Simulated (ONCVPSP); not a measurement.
## tungsten, ONCV: configuration errors across variants

ONCVPSP 4.0.1 input, shortened (lines: element, Z, core and valence counts, functional; n l f; lmax; l rc ep ncon nbas qcut; lloc lpopt rc5 dvloc0; l nproj debl; icmod fcfact rcfact), LDA (Perdew-Wang 92), scalar-relativistic:

```
  W 74.00   10    4  -001012      upf
    1    0    2.00
    2    0    2.00
    2    1    6.00
    3    0    2.00
    3    1    6.00
    3    2   10.00
    4    0    2.00
    4    1    6.00
    4    2   10.00
    4    3   14.00
    5    0    2.00
    5    1    6.00
    5    2    4.00
    6    0    2.00
    2
    0    1.80    0.00    4    7    7.50
    1    1.75    0.00    5    9    8.30
    2    2.25    0.00    4    8    7.30
    4    5    1.55    0.00
    0    2    0.60
    1    2    3.00
    2    2    0.60
    0    0.00    0.00
```

All-electron excitation energies from the reference (eV): (1) 5s2 5p6 5d4 6s1 9.125; (2) 5s2 5p6 5d4 6s0 25.144; (3) 5s2 5p6 5d3 6s0 50.849; (4) 5s2 5p6 5d4 6s0 6p2 9.434.

2 further variants failed, have other tests or another functional or relativity, and are left out.

Errors AE − PS in meV (a dash: test not solved or not reliable):

| change | (1) | (2) | (3) | (4) | bound ghosts | GHOST(+) flags above zero |
| --- | --- | --- | --- | --- | --- | --- |
| base | -2.7 | -6.0 | -14 | -1.6 | none | s |
| d: debl 0.85 | -2.7 | -6.0 | -14 | -1.6 | none | s |
| all radii scaled by about 0.85 (s 1.54, p 1.48, d 1.92 bohr); local potential polynomial inside 1.32 bohr (lpopt 5, dvloc0 0 Ha) | -2.3 | -3.7 | -12 | -0.2 | none | s |
| p: rc 1.5; local potential polynomial inside 1.50 bohr (lpopt 5, dvloc0 0 Ha) | -2.7 | -5.9 | -14 | -1.6 | none | s |
| d: rc 3.18 | -2.4 | -8.4 | +1.5 | -3.7 | none | s |
| p: qcut 5.4 | -2.7 | -6.1 | -13 | -1.2 | none | s |
| p: qcut 10.8 | -2.6 | -5.7 | -14 | -1.1 | none | s |
| local potential polynomial inside 1.20 bohr (lpopt 5, dvloc0 0 Ha) | -2.7 | -6.0 | -14 | -1.2 | none | s |
| d: ncon 3, nbas 7 | -2.7 | -5.9 | -13 | -1.6 | none | s |

**Question.** Give the same row for: p: nbas 8.

**Answer.** -2.7, -6.0, -14, -1.7; bound ghosts: none; GHOST(+) flags above zero: s.
